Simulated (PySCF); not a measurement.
Cartesian coordinates in Å; atom numbers follow the order of the lines, from 1:
```xyz
20

C     3.370   -0.110    0.058
C     2.101   -0.919    0.016
O     2.054   -2.050    0.458
Si    0.467   -0.209   -0.745
N     0.042    1.288    0.043
Si   -1.610    1.790    0.273
N    -2.585    0.540   -0.444
Si   -2.400   -1.190   -0.321
N    -0.689   -1.443   -0.388
H     4.191   -0.706    0.478
H     3.216    0.792    0.675
H     3.630    0.239   -0.955
H     0.670   -0.008   -2.215
H     0.782    1.851    0.450
H    -1.861    1.999    1.734
H    -1.957    3.067   -0.428
H    -3.334    0.864   -1.048
H    -3.184   -1.771   -1.456
H    -2.924   -1.792    0.945
H    -0.258   -2.253    0.059
```

Geometry: PBE0-D3(BJ)/def2-SVP; GIAO shifts from PySCF, gas phase, non-relativistic, averaged over equivalent atoms.

At PBE0/pcSseg-1 (229 basis functions, 52 s wall time on 1 thread of an Arm Neoverse V1, shared host):
| atoms | δ (ppm) |
| --- | --- |
| C2 | 241.3 |
| C1 | 35.5 |
| O3 | 811.4 |
| Si6/Si8 | -33.7 |
| Si4 | -47.4 |
| N5/N9 | 34.1 |
| N7 | 27.0 |
| H15/H19 | 5.36 |
| H13 | 5.25 |
| H16/H18 | 5.24 |
| H10/H11/H12 | 2.33 |
| H14/H20 | 0.91 |
| H17 | 0.70 |

Shifts are taken against calculated references (same method and geometry level): TMS for 13C (σ = 184.41 ppm) and 29Si (σ = 351.99 ppm) and 1H (σ = 31.27 ppm); 17O (σ = 334.56 ppm) against H2O; 15N (σ = 265.67 ppm) vs NH3.

Question: Estimate the result of repeating the calculation with wB97X-D/pcSseg-1.

Answer: 
```tsv
atoms	δ at wB97X-D/pcSseg-1	change
C2	243.1	+1.8
C1	36.1	+0.6
O3	810.8	-0.6
Si6/Si8	-33.4	+0.3
Si4	-45.4	+2.0
N5/N9	30.3	-3.8
N7	23.2	-3.8
H15/H19	5.21	-0.15
H13	5.11	-0.14
H16/H18	5.09	-0.15
H10/H11/H12	2.32	-0.01
H14/H20	0.92	+0.01
H17	0.62	-0.08
```

References, each an isolated molecule treated in the same way: TMS for 13C (σref 184.54) and 29Si (σref 352.93) and 1H (σref 31.38); 17O (σref 333.19) against H2O; NH3 for 15N (σref 263.98).

The largest change is at N7 (nitrogen bonded to 2 Si, H, in a 6-membered ring). Cost: 229 basis functions, 68 s wall time on 1 thread of an Arm Neoverse V1, shared host.

Unscaled 17O shifts of doubly bonded oxygen tend to come out too high, by tens of ppm or more. Experimental scales use liquid or dissolved standards, which lie at an offset from isolated NH3 (liquid NH3: subtract about 20 ppm) and H2O (liquid H2O: subtract about 36 ppm).
